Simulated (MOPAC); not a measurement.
Input for MOPAC: PM3 on CH7NOSi (a complex), monomers drawn apart or pushed together.

```
PM3 1SCF PRECISE CHARGE=0 THREADS=1
CH7NOSi

Si    -0.01403670 1    -0.00036480 1     0.16241460 1
H      0.61465938 1     1.04075699 1     1.01291208 1
H      0.23914788 1     0.38959032 1    -1.24868458 1
H     -1.47000788 1    -0.03709266 1     0.39428840 1
H      0.62066218 1    -1.30879196 1     0.41315955 1
N      0.82699199 1     0.58086803 1     3.71685051 1
C     -0.05303388 1    -0.44611256 1     3.73815889 1
O     -0.60726376 1    -0.90610507 1     2.76310134 1
H      1.05019160 1     1.02188710 1     2.83836375 1
H      1.24788735 1     0.92268851 1     4.56224132 1
H     -0.22398299 1    -0.84039752 1     4.75579246 1
```

The log:

```
*******************************************************************************
 **                                                                           **
 **                              MOPAC v23.2.5                                **
 **                                                                           **
 *******************************************************************************
 ** MOPAC's Digital Object Identifier: https://doi.org/10.5281/zenodo.6511958 **
 **                                                                           **
 ** Please cite the open-source release paper for use of this MOPAC version:  **
 ** J. E. Moussa and J. J. P. Stewart (2026)                                  **
 ** MOPAC: An open-source semiempirical molecular orbital program             **
 ** J. Open Source Softw., 11(119), 8025, https://doi.org/10.21105/joss.08025 **
 *******************************************************************************

                              PM3 CALCULATION RESULTS

 *******************************************************************************
 *  PM3        - The PM3 Hamiltonian to be used
 *
 *
 *
 *                 CHARGE ON SYSTEM = 0
 *
 *
 *
 *  PRECISE    - TIGHTER CRITERIA TO BE USED
 *  1SCF       - DO 1 SCF AND THEN STOP
 *  THREADS=1  - MULTI-THREADING NOT USED
 *  T=         - A TIME OF 172800.0 SECONDS REQUESTED
 *  DUMP=N     - RESTART FILE WRITTEN EVERY 7200.0 SECONDS REQUESTED
 *******************************************************************************
PM3 1SCF PRECISE CHARGE=0 THREADS=1
 CH7NOSi

   ATOM   CHEMICAL          X               Y               Z
  NUMBER   SYMBOL      (ANGSTROMS)     (ANGSTROMS)     (ANGSTROMS)

     1      Si         -0.01403670  *  -0.00036480  *   0.16241460  *
     2       H          0.61465938  *   1.04075699  *   1.01291208  *
     3       H          0.23914788  *   0.38959032  *  -1.24868458  *
     4       H         -1.47000788  *  -0.03709266  *   0.39428840  *
     5       H          0.62066218  *  -1.30879196  *   0.41315955  *
     6       N          0.82699199  *   0.58086803  *   3.71685051  *
     7       C         -0.05303388  *  -0.44611256  *   3.73815889  *
     8       O         -0.60726376  *  -0.90610507  *   2.76310134  *
     9       H          1.05019160  *   1.02188710  *   2.83836375  *
    10       H          1.24788735  *   0.92268851  *   4.56224132  *
    11       H         -0.22398299  *  -0.84039752  *   4.75579246  *



          CARTESIAN COORDINATES

    NO.       ATOM           X           Y           Z

     1        Si         -0.0140     -0.0004      0.1624
     2         H          0.6147      1.0408      1.0129
     3         H          0.2391      0.3896     -1.2487
     4         H         -1.4700     -0.0371      0.3943
     5         H          0.6207     -1.3088      0.4132
     6         N          0.8270      0.5809      3.7169
     7         C         -0.0530     -0.4461      3.7382
     8         O         -0.6073     -0.9061      2.7631
     9         H          1.0502      1.0219      2.8384
    10         H          1.2479      0.9227      4.5622
    11         H         -0.2240     -0.8404      4.7558

  H: (PM3): J. J. P. STEWART, J. COMP. CHEM. 10, 209 (1989).
  C: (PM3): J. J. P. STEWART, J. COMP. CHEM. 10, 209 (1989).
  N: (PM3): J. J. P. STEWART, J. COMP. CHEM. 10, 209 (1989).
  O: (PM3): J. J. P. STEWART, J. COMP. CHEM. 10, 209 (1989).
 Si: (PM3): J. J. P. STEWART, J. COMP. CHEM. 10, 209 (1989).

           Empirical Formula: C H7 N O Si  =    11 atoms



      MOLECULAR POINT GROUP   :   C1


      RHF CALCULATION, NO. OF DOUBLY OCCUPIED LEVELS = 13


 -------------------------------------------------------------------------------
 PM3 1SCF PRECISE CHARGE=0 THREADS=1
 CH7NOSi



     1SCF WAS SPECIFIED, SO BFGS WAS NOT USED
     SCF FIELD WAS ACHIEVED


                              PM3 CALCULATION
                                                       MOPAC v23.2.5 Linux




          FINAL HEAT OF FORMATION =        -22.19705 KCAL/MOL =     -92.87247 KJ/MOL


          COSMO AREA              =        129.45 SQUARE ANGSTROMS
          COSMO VOLUME            =        117.50 CUBIC ANGSTROMS

          IONIZATION POTENTIAL    =          9.845485 EV
          HOMO LUMO ENERGIES (EV) =         -9.845  0.904
          NO. OF FILLED LEVELS    =         13
          MOLECULAR WEIGHT        =         77.1579         POINT GROUP:  C1

          MOLECULAR DIMENSIONS (Angstroms)

            Atom       Atom       Distance
            H    11    H     3     6.14663
            H    10    H     4     3.48948
            H     5    H     4     2.14094


          SCF CALCULATIONS        =          1





   ATOM   CHEMICAL          X               Y               Z
  NUMBER   SYMBOL      (ANGSTROMS)     (ANGSTROMS)     (ANGSTROMS)

     1      Si         -0.01403670  *  -0.00036480  *   0.16241460  *
     2       H          0.61465938  *   1.04075699  *   1.01291208  *
     3       H          0.23914788  *   0.38959032  *  -1.24868458  *
     4       H         -1.47000788  *  -0.03709266  *   0.39428840  *
     5       H          0.62066218  *  -1.30879196  *   0.41315955  *
     6       N          0.82699199  *   0.58086803  *   3.71685051  *
     7       C         -0.05303388  *  -0.44611256  *   3.73815889  *
     8       O         -0.60726376  *  -0.90610507  *   2.76310134  *
     9       H          1.05019160  *   1.02188710  *   2.83836375  *
    10       H          1.24788735  *   0.92268851  *   4.56224132  *
    11       H         -0.22398299  *  -0.84039752  *   4.75579246  *

                             CARTESIAN COORDINATES

   1   Si       -0.014036700    -0.000364800     0.162414600
   2    H        0.614659380     1.040756990     1.012912080
   3    H        0.239147880     0.389590320    -1.248684580
   4    H       -1.470007880    -0.037092660     0.394288400
   5    H        0.620662180    -1.308791960     0.413159550
   6    N        0.826991990     0.580868030     3.716850510
   7    C       -0.053033880    -0.446112560     3.738158890
   8    O       -0.607263760    -0.906105070     2.763101340
   9    H        1.050191600     1.021887100     2.838363750
  10    H        1.247887350     0.922688510     4.562241320
  11    H       -0.223982990    -0.840397520     4.755792460


           Empirical Formula: C H7 N O Si  =    11 atoms



      MOLECULAR POINT GROUP   :   C1


                  EIGENVALUES
 -37.61353 -30.84715 -21.41117 -18.26824 -16.90179 -16.42706 -14.45406 -14.43013
 -11.73801 -11.45045 -11.38597  -9.92458  -9.84549   0.90401   1.58844   1.69895
   2.35361   2.64217   2.70135   3.29558   4.83874   5.94184   7.55660


              NET ATOMIC CHARGES AND DIPOLE CONTRIBUTIONS

  ATOM NO.   TYPE          CHARGE      No. of ELECS.   s-Pop       p-Pop
    1         Si           0.455967        3.5440     0.92226     2.62177
    2          H          -0.129890        1.1299     1.12989
    3          H          -0.138379        1.1384     1.13838
    4          H          -0.089029        1.0890     1.08903
    5          H          -0.095687        1.0957     1.09569
    6          N          -0.041920        5.0419     1.30199     3.73993
    7          C           0.223504        3.7765     1.18750     2.58900
    8          O          -0.392342        6.3923     1.86480     4.52755
    9          H           0.089840        0.9102     0.91016
   10          H           0.069538        0.9305     0.93046
   11          H           0.048399        0.9516     0.95160
 DIPOLE           X         Y         Z       TOTAL
 POINT-CHG.     1.509     1.374     2.107     2.933
 HYBRID         0.339     0.380     0.378     0.634
 SUM            1.848     1.754     2.485     3.559


          ATOMIC ORBITAL ELECTRON POPULATIONS

     Atom    s        px        py        pz
    1 Si   0.92226   0.89880   0.87559   0.84738
    2  H   1.12989
    3  H   1.13838
    4  H   1.08903
    5  H   1.09569
    6  N   1.30199   1.42322   1.30631   1.01040
    7  C   1.18750   0.82479   0.84072   0.92348
    8  O   1.86480   1.48778   1.59593   1.44384
    9  H   0.91016
   10  H   0.93046
   11  H   0.95160

 **********************
 *                    *
 * JOB ENDED NORMALLY *
 *                    *
 **********************




 == MOPAC DONE ==
```

The run finished.

Cost: roughly 0.020 core-seconds.
